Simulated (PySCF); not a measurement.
C$_{3}$H$_{10}$BrNSi, singlet, geometry from GFN2-xTB.

PySCF was given this input:
```python
from pyscf import gto, scf, mcscf, mp
import numpy

mol = gto.Mole()
mol.atom = '''
    Si    0.46823540    0.69479519   -0.15085970
    C     1.87033266    0.35231768   -1.38518140
    Br    0.43751476   -1.03316118    1.25274659
    N    -1.12624845    0.81723998   -0.76781813
    C    -1.58799667    2.06410856   -1.32227817
    C    -1.89780063   -0.31059628   -1.23387476
    H     0.69853435    1.87587729    0.67080567
    H     2.82744765    0.25433341   -0.87936491
    H     1.69774924   -0.57220327   -1.93388992
    H     1.96207578    1.15523927   -2.11222518
    H    -1.47542770    2.08798593   -2.41295468
    H    -2.64633943    2.20166611   -1.08591698
    H    -1.02572161    2.89185119   -0.89764616
    H    -1.81719060   -0.43221484   -2.32073932
    H    -2.95142150   -0.15822709   -0.98506392
    H    -1.56149098   -1.22645881   -0.75436635
'''
mol.basis = 'sto-3g'
mol.verbose = 4
mol.build()

mf = scf.RHF(mol)
mf.kernel()
mc = mcscf.CASSCF(mf, 4, 4)
mc.fix_spin_(ss=0.0)
noons, natorbs = mcscf.addons.make_natural_orbitals(mp.MP2(mf).run())
mc.kernel(natorbs)
occ = numpy.linalg.eigvalsh(mc.fcisolver.make_rdm1(mc.ci, mc.ncas, mc.nelecas))[::-1]
ss = mc.fcisolver.spin_square(mc.ci, mc.ncas, mc.nelecas)[0]
print('natural occupations', occ.round(4), ' <S^2>', round(ss, 4))
```

**Question.** What does this run give for the nuclear repulsion energy, SCF-reference HOMO-LUMO gap, total energy, SCF-reference dipole moment, SCF-reference Mulliken (on the basis functions themselves) charges in atom order?

**Answer.** 
```yaml
nuclear_repulsion_energy: 532.7833 Eh
SCF-reference HOMO-LUMO gap: 17.16 eV
total_energy: -3002.1714 Eh
SCF-reference dipole moment: 2.92 D
SCF-reference Mulliken (on the basis functions themselves) charges in atom order: Si1 0.92, C2 -0.37, Br3 -0.29, N4 -0.48, C5 -0.08, C6 -0.08, H7 -0.15, H8 0.06, H9 0.06, H10 0.06, H11 0.05, H12 0.06, H13 0.06, H14 0.05, H15 0.06, H16 0.07
```
